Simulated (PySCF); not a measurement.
## UHF on Tc (technetium, neutral)

Configuration: [Kr] 4d5 5s2, high-spin 6S determinant. Calculation: PySCF 2.14, in cc-pVDZ-PP with ECP28MDF; scalar relativity through the core potential.

```json
{
  "Total energy": "-79.846953 hartree",
  "One-electron energy": "-137.6070 hartree",
  "Hartree (Coulomb) energy": "66.0402 hartree",
  "Exchange energy": "-8.2802 hartree",
  "⟨S²⟩": "8.7722",
  "⟨L²⟩": "0.000",
  "Sum of ⟨r⟩": "24.80 bohr",
  "Sum of ⟨r²⟩": "58.03 bohr²",
  "Time after the integrals": "0.08 s of wall time on 1 thread of Neoverse-V2 (shared host)"
}
```

```json
{"shell": "4s α", "electrons": "1", "mean orbital energy (hartree)": "-3.44507", "rms radius, mean of both spins (bohr)": "1.14"}
{"shell": "4s β", "electrons": "1", "mean orbital energy (hartree)": "-3.15400", "rms radius, mean of both spins (bohr)": "1.14"}
{"shell": "4p α", "electrons": "3", "mean orbital energy (hartree)": "-2.25386", "rms radius, mean of both spins (bohr)": "1.27"}
{"shell": "4p β", "electrons": "3", "mean orbital energy (hartree)": "-1.88184", "rms radius, mean of both spins (bohr)": "1.27"}
{"shell": "4d α", "electrons": "5", "mean orbital energy (hartree)": "-0.51883", "rms radius, mean of both spins (bohr)": "1.80"}
{"shell": "5s α", "electrons": "1", "mean orbital energy (hartree)": "-0.27665", "rms radius, mean of both spins (bohr)": "3.84"}
{"shell": "5s β", "electrons": "1", "mean orbital energy (hartree)": "-0.20996", "rms radius, mean of both spins (bohr)": "3.84"}
```

Energies and moments cover only the electrons outside the core potential.
